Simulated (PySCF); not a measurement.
## A survey of ¹⁷O NMR shifts

PySCF 2.14 calculation with GIAO PBE0/pcSseg-1 shieldings and geometry from GFN2-xTB; gas phase, relativity neglected, averaged over atoms made equivalent by symmetry, fast rotation or ring inversion, a single conformation.

Shieldings were converted by a linear fit to measured shifts: ¹⁷O: δ = 266.70 − 0.911σ (rms 10.7 ppm, 155 shifts, 12.2 ppm with the 3 outliers that the fit left out vs liquid water, solution or neat liquid). Occasional misses reach two or three times the rms, and more in compound classes unlike the fitted ones.

Q: Give the ¹⁷O shifts of `C#CC#CC[Si@H](P)O[SiH3]`, `CC(C)[Si](O)(O)C1CC1`, `[SiH3]N[SiH2]O[SiH2][SiH3]`.

A: 
```json
{"compound": "C#CC#CC[Si@H](P)O[SiH3]", "environment": "oxygen bonded to 2 Si", "δ (ppm)": "-9.1"}
{"compound": "CC(C)[Si](O)(O)C1CC1", "environment": "oxygen bonded to Si, H (×2)", "δ (ppm)": "-7.0"}
{"compound": "[SiH3]N[SiH2]O[SiH2][SiH3]", "environment": "oxygen bonded to 2 Si", "δ (ppm)": "-19.6"}
```

Q: Match the shifts 574.6, 372.3, 232.3, 57.6, -35.7 ppm to `N[Si]([SiH3])([SiH3])[SiH2]O`, `O=C(F)CCC(=O)F`, `C=C(C#CC(F)(F)F)C=O`, `O=S(=O)(Cl)CCC(F)(F)F`, `C#CC#Cc1cccc(OC)c1`.

A: 574.6: C=C(C#CC(F)(F)F)C=O (aldehyde oxygen); 372.3: O=C(F)CCC(=O)F (carbonyl oxygen); 232.3: O=S(=O)(Cl)CCC(F)(F)F (S=O oxygen); 57.6: C#CC#Cc1cccc(OC)c1 (ether oxygen); -35.7: N[Si]([SiH3])([SiH3])[SiH2]O (oxygen bonded to Si, H).
